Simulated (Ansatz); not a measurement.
Ideal-gas functions of `Cl[SiH]1[CH2][AlH]1` at 298.15 K and 1 bar, from an Ansatz frequency run at PBE0-D4/def2-TZVP.

Molar mass 106.56 g/mol, point group C1 (symmetry number 1), electronic degeneracy 1, moments of inertia 69.467, 259.809, 280.205 u Å². Harmonic wavenumbers (cm⁻¹, unscaled): 85, 173, 304, 374, 420, 439, 536, 564, 637, 705, 779, 814, 853, 1328, 1939, 2200, 2989, 3150.

Use S(trans) = R[1.5 ln M + 2.5 ln T − 1.1517]; rotational temperatures θ = 24.2544 K / I; S(rot) = R[ln(√π/σ · √(T³/θAθBθC)) + 1.5]; for each mode x = 1.438777 ν̃/T, S = R[x/(eˣ − 1) − ln(1 − e⁻ˣ)] and H = RT x/(eˣ − 1); 1 cm⁻¹ = 0.0119627 kJ/mol; R = 8.31446 J/(mol·K).

By hand: the entropy, in J/(mol·K).

Translation 167.1. Rotation: θ = 0.3491, 0.0934, 0.0866 K, giving 112.7. Vibration, mode by mode: 15.78, 10.05, 5.84, 4.45, 3.73, 3.47, 2.40, 2.16, 1.63, 1.26, 0.94, 0.82, 0.70, 0.10, 0.01, 0.00, 0.00, 0.00, in all 53.4. Electronic 0.0. Sum 333.2 J/(mol·K).

By hand: H − E and G − E in kJ/mol, counted from the electronic energy.

Zero-point energy ½ × 18289 × 0.0119627 = 109.4; thermal vibration 9.3; translation, rotation and pV give 4 RT = 9.9. H − E = 128.6 kJ/mol, and G − E = 128.6 − 298.15 × 333.2/1000 = 29.3 kJ/mol.

Vibration gives 16 % of the entropy, 15.8 J/(mol·K) of it from the mode under 150 cm⁻¹: soft modes count most, and the harmonic formula is weakest for them. The sum counts one conformer and one mirror image; others add a mixing term.
